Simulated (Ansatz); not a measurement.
Species: C3H5O2, net charge 0, doublet state. It need not be the lowest isomer of its formula. SMILES: C[CH]OC=O
Structure (B3LYP-D3(BJ)/def2-TZVP (Ansatz, a first-principles code) minimum search):
```xyz
10

C     -2.1891     0.3627    -0.1375
C     -0.8567    -0.1741     0.1934
O      0.2028     0.6020    -0.2087
C      1.4608     0.1100    -0.0934
O      1.7493    -0.9753     0.3201
H     -2.3811     0.3565    -1.2201
H     -2.9625    -0.2380     0.3404
H     -2.2967     1.3984     0.1979
H     -0.6327    -1.1950     0.4583
H      2.1661     0.8725    -0.4417
```
Charge 0, spin multiplicity 2.

Computed values are from Ansatz. Cores are frozen in the correlated levels unless marked. UHF or UKS for open shells. No spin-orbit coupling. No relativistic terms. Basis-set limits of correlation are two-point, X^-3; Hartree-Fock from the larger set. [CCSD(T)-MP2]/basis is that difference in the basis named.

The atomisation energy De is 976.3 kcal/mol at RI-MP2/CBS(cc-pVTZ,cc-pVQZ)+[CCSD(T)-MP2]/cc-pVTZ and the total energy comes out as -267.4385 Eh at RI-MP2/CBS(cc-pVTZ,cc-pVQZ)+[CCSD(T)-MP2]/cc-pVTZ. The dipole moment is 1.99 D at CCSD(T)/aug-cc-pVDZ and the T1 diagnostic comes out as 0.018 at CCSD/cc-pVTZ.
